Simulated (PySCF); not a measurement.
N²⁺: ionisation energy

N²⁺ [He] 2s2 2p1 (2P) → N³⁺ [He] 2s2 (1S), as a difference of total energies. All numbers are calculated (PySCF 2.14, scalar relativity by spin-free X2C-1e, in jorge-DZP-DKH). Correlated levels: valence: 1s2 frozen. The calculations carry no spin-orbit coupling.

| method | ionisation energy (eV) | difference from reference (eV) |
| --- | --- | --- |
| UHF | 47.193 | -0.252 |
| BP86 | 47.921 | +0.476 |
| LDA | 47.714 | +0.269 |
| MP2 (valence) | 47.204 | -0.241 |
| SCS-MP2 (valence) | 47.151 | -0.294 |
| CCSD (valence) | 46.964 | -0.481 |
| CCSD(T) (valence) | 46.978 | -0.467 |

Reference: 47.445 eV (semi-empirical (NIST evaluation); NIST Atomic Spectra Database, ionization energies).

Errors of the correlated levels include the incompleteness of this basis and the frozen core.

The coupled-cluster amplitudes are large for N³⁺ (T1 above 0.03 or a double amplitude above 0.15), so a single reference is strained.
